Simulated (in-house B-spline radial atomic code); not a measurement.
# Solving the quasi-particle equation for 4f of the tantalum ion Ta⁵⁺

Configuration [Xe] 4f14, start r2SCAN; correlation leaves out the 10 deepest shells, empty levels kept to 7200 hartree. Computed with an all-electron radial atomic-structure program (B-spline basis): all electrons, scalar-relativistic (spin-free one-electron X2C), finite nucleus, each spin shell either full or empty, empty states to l = 9 with an (l + 1/2)⁻⁴ tail; G0W0 by contour deformation at full frequency.

At the mean-field level ε = -82.572 eV the matrix elements are Σx = -86.965 eV, v_xc = -70.173 eV and Σc(ε) = 3.099 eV, and the slope of the correlation self-energy is dΣc/dω = -0.0625. The quasi-particle energy solves E = ε + Σx − v_xc + Σc(E).

**Question.** What does the linearised equation give?

**Answer.** Z = 1/(1 − dΣc/dω) = 1/1.0625 = 0.9412. The first-order shift is Σx − v_xc + Σc(ε) = -86.965 − (-70.173) + (3.099) = -13.693 eV, so E ≈ ε + Z × shift = -82.572 + 0.9412 × (-13.693) = -95.460 eV.

**Question.** How does that compare with the full solution and with static screening?

**Answer.** Solving the equation at full frequency dependence gives E = -95.367 eV, where Σc = 3.997 eV and the weight is 0.927; the linearised value is off by 93 meV. Leaving Z out would give -96.265 eV. Static COHSEX puts -2.694 eV in place of Σc and gives -102.058 eV, 6.69 eV deeper.
